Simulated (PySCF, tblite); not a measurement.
Parent: `[CH3:1][c:2]1[cH:3][cH:4][cH:5][c:6]2[cH:7][n:8][n:9][n:10]12`, C7H7N3.

Structures optimised with GFN2-xTB, isolated species. One conformer each, not checked by frequencies here.

```
coordinate of the parent    value
                   C1–C2  1.488 Å
                   C2–C3  1.364 Å
                   C3–C4  1.413 Å
                   C4–C5  1.364 Å
                   C5–C6  1.403 Å
                   C6–C7  1.396 Å
                   C7–N8  1.332 Å
                   N8–N9  1.289 Å
                  N9–N10  1.329 Å
                  C2–N10  1.361 Å
                  C6–N10  1.384 Å
                C1–C2–C3   126.1°
               C1–C2–N10   116.5°
               C3–C2–N10   117.4°
                C2–C3–C4   121.3°
                C3–C4–C5   120.6°
                C4–C5–C6   118.4°
                C5–C6–C7   138.3°
               C5–C6–N10   119.0°
               C7–C6–N10   102.7°
                C6–C7–N8   108.4°
                C7–N8–N9   110.4°
               N8–N9–N10   108.3°
               C2–N10–N9   126.4°
               C2–N10–C6   123.4°
               C6–N10–N9   110.2°
```

Q: How does the shared frame change in `[CH3:1][c:2]1[cH:3][cH:4][cH:5][c:6]2[c:7]([SiH3:8])[n:9][n:10][n:11]12`, C7H9N3Si? Atoms pair as C1 = C1, C2 = C2, C3 = C3, C4 = C4, C5 = C5, C6 = C6, C7 = C7, N8 = N9, N9 = N10, N10 = N11 (parent first).

A: 
| parent | relative | value in the relative | change |
| --- | --- | --- | --- |
| C1–C2 | C1–C2 | 1.488 Å | 0.000 |
| C2–C3 | C2–C3 | 1.364 Å | 0.000 |
| C3–C4 | C3–C4 | 1.413 Å | 0.000 |
| C4–C5 | C4–C5 | 1.365 Å | +0.001 |
| C5–C6 | C5–C6 | 1.401 Å | -0.002 |
| C6–C7 | C6–C7 | 1.401 Å | +0.005 |
| C7–N8 | C7–N9 | 1.342 Å | +0.010 |
| N8–N9 | N9–N10 | 1.286 Å | -0.003 |
| N9–N10 | N10–N11 | 1.331 Å | +0.002 |
| C2–N10 | C2–N11 | 1.359 Å | -0.002 |
| C6–N10 | C6–N11 | 1.383 Å | -0.001 |
| C1–C2–C3 | C1–C2–C3 | 126.1° | 0.0 |
| C1–C2–N10 | C1–C2–N11 | 116.6° | +0.1 |
| C3–C2–N10 | C3–C2–N11 | 117.3° | -0.1 |
| C2–C3–C4 | C2–C3–C4 | 121.2° | -0.1 |
| C3–C4–C5 | C3–C4–C5 | 120.5° | -0.1 |
| C4–C5–C6 | C4–C5–C6 | 118.4° | 0.0 |
| C5–C6–C7 | C5–C6–C7 | 137.3° | -1.0 |
| C5–C6–N10 | C5–C6–N11 | 119.0° | 0.0 |
| C7–C6–N10 | C7–C6–N11 | 103.7° | +1.0 |
| C6–C7–N8 | C6–C7–N9 | 106.9° | -1.5 |
| C7–N8–N9 | C7–N9–N10 | 111.3° | +0.9 |
| N8–N9–N10 | N9–N10–N11 | 108.2° | -0.1 |
| C2–N10–N9 | C2–N11–N10 | 126.6° | +0.2 |
| C2–N10–C6 | C2–N11–C6 | 123.5° | +0.1 |
| C6–N10–N9 | C6–N11–N10 | 109.9° | -0.3 |

Of the parent's bonds, C7–N8 changes most (+0.010 Å). Bonds of the relative outside the shared frame: C7–Si8 1.867 Å.

Q: How does the shared frame change in `[CH3:1][c:2]1[cH:3][cH:4][cH:5][c:6]2[c:7]([F:8])[n:9][n:10][n:11]12`, C7H6FN3? Atoms pair as C1 = C1, C2 = C2, C3 = C3, C4 = C4, C5 = C5, C6 = C6, C7 = C7, N8 = N9, N9 = N10, N10 = N11 (parent first).

A: 
```json
{"parent": "C1–C2", "relative": "C1–C2", "value in the relative": "1.486 Å", "change": "-0.002"}
{"parent": "C2–C3", "relative": "C2–C3", "value in the relative": "1.364 Å", "change": "0.000"}
{"parent": "C3–C4", "relative": "C3–C4", "value in the relative": "1.414 Å", "change": "+0.001"}
{"parent": "C4–C5", "relative": "C4–C5", "value in the relative": "1.364 Å", "change": "0.000"}
{"parent": "C5–C6", "relative": "C5–C6", "value in the relative": "1.402 Å", "change": "-0.001"}
{"parent": "C6–C7", "relative": "C6–C7", "value in the relative": "1.401 Å", "change": "+0.005"}
{"parent": "C7–N8", "relative": "C7–N9", "value in the relative": "1.323 Å", "change": "-0.009"}
{"parent": "N8–N9", "relative": "N9–N10", "value in the relative": "1.293 Å", "change": "+0.004"}
{"parent": "N9–N10", "relative": "N10–N11", "value in the relative": "1.328 Å", "change": "-0.001"}
{"parent": "C2–N10", "relative": "C2–N11", "value in the relative": "1.363 Å", "change": "+0.002"}
{"parent": "C6–N10", "relative": "C6–N11", "value in the relative": "1.381 Å", "change": "-0.003"}
{"parent": "C1–C2–C3", "relative": "C1–C2–C3", "value in the relative": "126.3°", "change": "+0.2"}
{"parent": "C1–C2–N10", "relative": "C1–C2–N11", "value in the relative": "116.4°", "change": "-0.1"}
{"parent": "C3–C2–N10", "relative": "C3–C2–N11", "value in the relative": "117.2°", "change": "-0.2"}
{"parent": "C2–C3–C4", "relative": "C2–C3–C4", "value in the relative": "121.5°", "change": "+0.2"}
{"parent": "C3–C4–C5", "relative": "C3–C4–C5", "value in the relative": "120.6°", "change": "0.0"}
{"parent": "C4–C5–C6", "relative": "C4–C5–C6", "value in the relative": "117.9°", "change": "-0.5"}
{"parent": "C5–C6–C7", "relative": "C5–C6–C7", "value in the relative": "138.8°", "change": "+0.5"}
{"parent": "C5–C6–N10", "relative": "C5–C6–N11", "value in the relative": "119.8°", "change": "+0.8"}
{"parent": "C7–C6–N10", "relative": "C7–C6–N11", "value in the relative": "101.4°", "change": "-1.3"}
{"parent": "C6–C7–N8", "relative": "C6–C7–N9", "value in the relative": "109.9°", "change": "+1.5"}
{"parent": "C7–N8–N9", "relative": "C7–N9–N10", "value in the relative": "109.3°", "change": "-1.1"}
{"parent": "N8–N9–N10", "relative": "N9–N10–N11", "value in the relative": "108.6°", "change": "+0.3"}
{"parent": "C2–N10–N9", "relative": "C2–N11–N10", "value in the relative": "126.2°", "change": "-0.2"}
{"parent": "C2–N10–C6", "relative": "C2–N11–C6", "value in the relative": "123.0°", "change": "-0.4"}
{"parent": "C6–N10–N9", "relative": "C6–N11–N10", "value in the relative": "110.8°", "change": "+0.6"}
```

Of the parent's bonds, C7–N8 changes most (-0.009 Å). Bonds of the relative outside the shared frame: C7–F8 1.328 Å. Point group Cs → Cs.

All values are computed, not measured.
